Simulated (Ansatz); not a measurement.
`BB(O)S`, relaxed with RKS PBE-D4/def2-SVP in the Gaussian-basis code of Ansatz from a rough embedded geometry. The force threshold is 0.03 eV/Å; the program also tests the step.

Total charge 0; spin multiplicity 1.

Start:

```xyz
8

B     0.094    0.663   -1.105
B     0.014   -0.254    0.232
O     1.035   -1.239    0.467
S    -1.389   -0.104    1.412
H    -0.766    1.544   -1.274
H     0.963    0.621   -1.894
H     0.707   -2.096   -0.021
H    -0.659    0.864    2.183
```

| step | energy (eV) | largest force (eV/Å) | largest move (Å) |
| --- | --- | --- | --- |
| 1 | -14283.9798 | 2.842 | 0.000 |
| 2 | -14284.3418 | 1.548 | 0.105 |
| 3 | -14284.6219 | 1.226 | 0.165 |
| 4 | -14284.9012 | 1.812 | 0.195 |
| 5 | -14285.3477 | 1.231 | 0.200 |
| 6 | -14285.6607 | 0.493 | 0.200 |
| 7 | -14285.7963 | 0.369 | 0.200 |
| 8 | -14285.8214 | 0.299 | 0.144 |
| 9 | -14285.8467 | 0.151 | 0.200 |
| 10 | -14285.8609 | 0.363 | 0.196 |
| 11 | -14285.8707 | 0.462 | 0.131 |
| 12 | -14285.8711 | 0.692 | 0.195 |
| 13 | -14285.9177 | 0.189 | 0.200 |
| 14 (rejected) | -14285.9157 | 0.197 | 0.115 |
| 15 | -14285.9247 | 0.065 | 0.056 |
| 16 | -14285.9277 | 0.050 | 0.072 |
| 17 | -14285.9288 | 0.109 | 0.069 |
| 18 | -14285.9292 | 0.080 | 0.033 |
| 19 | -14285.9297 | 0.043 | 0.026 |
| 20 | -14285.9299 | 0.013 | 0.020 |

End:

```xyz
8

B     0.066    0.670   -0.863
B     0.056   -0.554    0.276
O     0.475   -1.849    0.365
S    -0.453    0.232    1.869
H    -0.968    1.171   -1.272
H     1.102    1.222   -1.197
H     0.831   -2.177   -0.480
H    -1.110    1.285    1.302
```

It took 23 s on 2 threads of an Arm Neoverse V2 on a shared host, with 0.14 GiB of host memory at the peak.
